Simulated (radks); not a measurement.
Values are calculated unless marked as measured or tabulated.
Q: Species: As II. Configuration: [Ar] 3d9.5 4s1 4p3.5 (fractional occupations, a model configuration). Level of theory: Dirac Kohn-Sham, PBEsol, spin-unpolarised, spherical densities, finite nucleus; open shells fill j = l - 1/2 first; Fermi nuclear charge, rms radius 4.0968 fm (a radial shooting solver on a logarithmic mesh with Libxc functionals). Some entries of the table are withheld. Estimate them.

orbital  occ.  eigenvalue (hartree)  <r^2> (bohr^2)
1s1/2       2             -430.8555        0.002789
2s1/2       2             -55.25060             (1)
2p1/2       2             -49.44633             (2)
2p3/2       4             -48.10460             (3)
3s1/2       2              -7.60927          0.4097
3p1/2       2                   (4)          0.4323
3p3/2       4                   (5)          0.4471
3d3/2       4              -2.12649          0.5464
3d5/2     5.5              -2.09881          0.5535
4s1/2       1              -0.93998           3.757
4p1/2       2                   (6)             (7)
4p3/2     1.5                   (8)             (9)

A: 
(1) 2s1/2 <r^2> (bohr^2): 0.04849
(2) 2p1/2 <r^2> (bohr^2): 0.03749
(3) 2p3/2 <r^2> (bohr^2): 0.03897
(4) 3p1/2 eigenvalue (hartree): -5.65750
(5) 3p3/2 eigenvalue (hartree): -5.47070
(6) 4p1/2 eigenvalue (hartree): -0.55846
(7) 4p1/2 <r^2> (bohr^2): 5.456
(8) 4p3/2 eigenvalue (hartree): -0.54426
(9) 4p3/2 <r^2> (bohr^2): 5.632
